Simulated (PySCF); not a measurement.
Ionisation energy of Tc²⁹⁺ by level of theory

Tc²⁹⁺ [Ne] 3s2 3p2 (3P) → Tc³⁰⁺ [Ne] 3s2 3p1 (2P), as a difference of total energies. All numbers are calculated (PySCF 2.14, scalar relativity by spin-free X2C-1e, in an uncontracted even-tempered set (18 s from 3.9 bohr⁻², ratio 2.5; 12 p from 5 bohr⁻², ratio 2.5; 5 d from 22 bohr⁻², ratio 2.7; 4 f from 32 bohr⁻², ratio 2.7)). Correlated levels: outer shells: 1s2 frozen; virtual orbitals above 40 to 60 times the deepest correlated orbital energy dropped. The calculations carry no spin-orbit coupling.

| method | ionisation energy (eV) |
| --- | --- |
| UHF | 1622.3 |
| MP2 (outer shells) | 1622.8 |
| SCS-MP2 (outer shells) | 1622.6 |
| CCSD (outer shells) | 1622.7 |
| CCSD(T) (outer shells) | 1622.7 |

Spin-orbit coupling is strong in these open shells (close to jj coupling). The scalar numbers leave it out and a first-order estimate fails, so it can dominate the gap to the real levels.

Breit and QED terms and the two-electron picture change are absent.

For comparison: 1638 ± 4 eV (semi-empirical (NIST evaluation); NIST Atomic Spectra Database, ionization energies).
